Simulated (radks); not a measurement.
Results of a calculation; reference values are marked as such.
Problem. The mean radii <r> (bohr) of the occupied orbitals of an atom or ion are listed with their occupations. Code: a radial shooting solver on a logarithmic mesh with Libxc functionals. Model: scalar-relativistic Kohn-Sham, PBE, spin-unpolarised, spherical densities, finite nucleus; Fermi nuclear charge, rms radius of each element as measured or else 0.836 A^(1/3) + 0.57 fm.

| orbital | occ. | <r> |
|---|---|---|
| 1s | 2 | 0.04408 |
| 2s | 2 | 0.1959 |
| 2p | 6 | 0.1711 |
| 3s | 2 | 0.5735 |
| 3p | 6 | 0.5885 |
| 3d | 10 | 0.6236 |
| 4s | 2 | 1.590 |

Name the element and its charge.

Solution. Z = 34, selenium, charge +4: Se4+ in [Ar] 3d10 4s2. The 1s radius gives Z: for a bare nucleus <r> = (2 gamma + 1)/(2Z) with gamma = sqrt(1 - (Z/c)^2), 0.0432 bohr for Z = 34, and screening makes it slightly larger (0.04408 here). The occupations add up to 30, and the charge is Z minus that.
